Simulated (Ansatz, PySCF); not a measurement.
Diatomic Tc2, closed-shell singlet (lowest of 2S+1 = 1, 3, 5, 7, 9, 11 at CCSD(T)/def2-TZVPP on PBE0 minima; our sources give no spin for the ground state, which may be another). No spin–orbit coupling. The T1 diagnostic near the minimum is 0.127, so single-reference values are doubtful.

Constants: fifth-degree fit in 1/R to seven points, most abundant isotopes. In def2 and cc sets the state is the lowest found near the PBE0 minimum, followed along R. The singlet is held restricted.

Rows in 3-21G carry no dispersion term and start afresh at each structure; the Pople sets are all-electron and without relativity.

Programs: Ansatz (a first-principles code); PySCF for 3-21G rows.  In def2 rows elements past Kr take small-core potentials, without spin–orbit coupling.

| level | r_e (Å) | ω_e (cm⁻¹) | ω_e x_e (cm⁻¹) |
|---|---|---|---|
| HF/3-21G | 1.937 | 564 | 1.8 |
| SVWN5/def2-TZVPP | 1.917 | 551 | 0.91 |
| PBE/def2-TZVPP | 1.934 | ? | 0.91 |
| r2SCAN/def2-TZVPP | 1.914 | 551 | 0.91 |
| B3LYP/def2-TZVPP | 1.916 | 553 | 0.88 |
| PBE0/def2-TZVPP | 1.894 | 576 | 0.88 |
| BHLYP/def2-TZVPP | 1.875 | 604 | 0.85 |
| wB97X-V/def2-TZVPP | ? | ? | 0.79 |

Question: Fill in the missing entries.

Answer: 
- wB97X-V/def2-TZVPP, r_e (Å): 1.876
- wB97X-V/def2-TZVPP, ω_e (cm⁻¹): 609
- PBE/def2-TZVPP, ω_e (cm⁻¹): 528
